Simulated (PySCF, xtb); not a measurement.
BOCl, SMILES O=BCl.

GFN2-xTB in xtb 6.7.1 at its own geometry gives an orbital gap of 7.57 eV and a dipole moment of 1.70 D.

Geometry: r2SCAN-D4/def2-TZVP.

**Question.** What does PBE0/def2-TZVPD run with PySCF give? (An estimate is asked for; the answer gives what the named calculation found.)

**Answer.** gap 9.35 eV (levels -9.96 and -0.61 eV), dipole 2.82 D.
